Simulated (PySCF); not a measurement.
## Excitation energies in several basis sets

Species: B₂ClH₇N₂.
Geometry (PBE0-D3(BJ)/def2-SVP, Å), atoms numbered from 1 in this order:
```xyz
12
B2ClH7N2 angstrom
Cl    -0.4993   -2.0477    0.5555
B     -0.7946   -0.6209   -0.5641
N     -1.8838    0.3711    0.0112
B     -0.7942    1.5329   -0.1610
N      0.3556    0.4600   -0.4641
H     -1.0257   -0.9374   -1.7105
H     -2.1430    0.1707    0.9755
H     -2.7316    0.4540   -0.5421
H     -1.0304    2.2022   -1.1476
H     -0.6021    2.1616    0.8618
H      0.8979    0.5975   -1.3122
H      0.9974    0.2947    0.3093
```

TDDFT with PBE0 (PySCF), vertical singlets, core orbitals frozen in the response, spherical d and f functions. Isolated species at its PBE0-D3(BJ)/def2-SVP geometry (one conformer only).

| basis | functions | diffuse | S1 (eV) | S2 (eV) | S3 (eV) | S4 (eV) | S5 (eV) | LUMO (eV) | α (au) |
| --- | --- | --- | --- | --- | --- | --- | --- | --- | --- |
| 6-31G* | 88 | no | 8.23 | 8.51 | 8.51 | 8.72 | 8.94 | 1.78 | 47.2 |
| 6-31+G* | 108 | yes | 6.80 | 6.94 | 7.29 | 7.36 | 7.45 | -0.08 | 54.8 |
| def2-SVP | 109 | no | 7.90 | 8.02 | 8.25 | 8.36 | 8.57 | 1.36 | 48.1 |
| def2-SVPD | 163 | yes | 6.97 | 7.42 | 7.50 | 7.58 | 7.69 | 0.07 | 61.0 |
| aug-cc-pVDZ | 182 | yes | 6.64 | 6.86 | 7.17 | 7.20 | 7.29 | -0.30 | 61.5 |
| def2-TZVP | 203 | no | 7.36 | 7.45 | 7.86 | 7.92 | 7.98 | 0.61 | 56.9 |
| def2-TZVPD | 257 | yes | 6.74 | 7.10 | 7.26 | 7.38 | 7.47 | -0.17 | 61.9 |

How much do these states and the polarisability depend on the basis?

States are compared by their number. Against the largest diffuse basis here (def2-TZVPD, itself not a converged limit), sets without diffuse functions differ by up to 1.50 eV in S1 and 1.47 eV in S5; the smaller diffuse sets differ by up to 0.23 and 0.21 eV. State by state, the largest deviation of a set without diffuse functions is S1 1.50, S2 1.41, S3 1.25, S4 1.34, S5 1.47 eV. The same number needn't mean the same state in each row. Against def2-TZVPD the polarisability deviates by -24% in 6-31G*, -11% in 6-31+G*, -22% in def2-SVP, -1% in def2-SVPD, -1% in aug-cc-pVDZ, -8% in def2-TZVP. A single + in a Pople set puts diffuse functions on heavy atoms only.

Without π bonds the low states are Rydberg-like; a valence basis with one diffuse set may place them up to an eV too high.
